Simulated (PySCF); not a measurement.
4-methyl-2H-pyrrole (C5H7N), SMILES CC1=CCN=C1.

The structure is a stationary point at B3LYP-D3(BJ)/def2-SVP. Other conformers were not sampled.

All values below come from SMD-PBE0/6-31G* (PySCF).

Solvation free energies are E(SMD) − E(gas) at the gas-phase geometry, for 1 M in both phases. In vacuum the dipole moment is 2.29 D.

Estimate the solvation free energies in water, dimethylsulfoxide, dichloromethane. (The exact figures need the calculation; the answer reports its results.)


| solvent | ΔG(solv) (kcal/mol) | its non-electrostatic (CDS) part | dipole (D) |
|---|---|---|---|
| water | -6.9 | -0.8 | 3.00 |
| dimethylsulfoxide | -5.3 | 0.7 | 2.99 |
| dichloromethane | -7.2 | -2.1 | 2.88 |
